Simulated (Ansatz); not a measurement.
Two structures, one formula

The two ends of one reaction step of BSiH7O2, closed shell (PBE0-D4/def2-TZVP).

A:

B1  (-0.933, 0.301, -0.396)
H2  (2.346, 1.703, 1.528)
O3  (-2.152, 0.343, -0.993)
O4  (-0.428, 1.463, 0.112)
H5  (2.375, 0.966, 1.404)
Si6  (0.026, -1.493, -0.316)
H7  (-2.532, 1.230, -0.987)
H8  (0.435, 1.370, 0.521)
H9  (0.291, -2.028, -1.680)
H10  (-0.772, -2.503, 0.432)
H11  (1.341, -1.353, 0.377)
(Å)

B:

```
atom    x (Å)    y (Å)    z (Å)
  B1  -0.3198   1.7327   0.2025
  H2   0.8608   1.8365   0.3727
  O3  -0.7883   0.6018  -0.3789
  O4  -1.2008   2.7042   0.5703
  H5   1.0992  -1.3997   0.9703
 Si6   0.7891  -2.1755  -0.2555
  H7  -1.7465   0.6028  -0.4714
  H8  -0.7798   3.4654   0.9727
  H9   1.2495  -1.4451  -1.4607
 H10  -0.6680  -2.4443  -0.3380
 H11   1.5046  -3.4788  -0.1841
```

Ansatz 0.2.0; basis: def2-TZVPP; cores frozen in the correlated methods. B3LYP uses VWN-RPA correlation.

Which structure is lower at CCSD(T), and by how much? (To be estimated.)

The calculation gives: B, by 0.514 eV (electronic energy, against the other). By their contacts, A is a complex of BSiH₅O₂ ([OH][B]([OH])[SiH3]) + H₂ and B is a complex of BH₃O₂ ([OH][BH][OH]) + SiH₄.

All methods give the same order:

| method | E(B) − E(A) (eV) |
| --- | --- |
| SPW92 | -0.355 |
| PBE-D4 | -0.346 |
| BLYP-D4 | -0.433 |
| r2SCAN-D4 | -0.445 |
| B97M-V | -0.487 |
| PBE0-D4 | -0.425 |
| B3LYP-D4 | -0.496 |
| r2SCAN0-D4 | -0.494 |
| BHLYP-D4 | -0.592 |
| CAM-B3LYP-D4 | -0.548 |
| wB97X-V | -0.500 |
| wB97M-V | -0.528 |
| B2PLYP | -0.542 |
| PBE-QIDH | -0.501 |
| RPA on PBE | -0.529 |
| HF | -0.784 |
| MP2 | -0.521 |
| CCSD | -0.564 |
| CCSD(T) | -0.514 |

T1 diagnostic: at most 0.014.

Labels in which every atom is bracketed show which atoms are joined, not bond orders.

For scale, one of the runs: CCSD(T)/def2-TZVPP, 233 basis functions, launched by `ansatz run in.yaml --threads 4 --pin off --events-out ev --progress --plain --max-ram 9574MiB`. The run took 84 s on 4 CPU threads of an Arm Neoverse V1 (shared host), with 4.2 GiB of host memory at its peak.
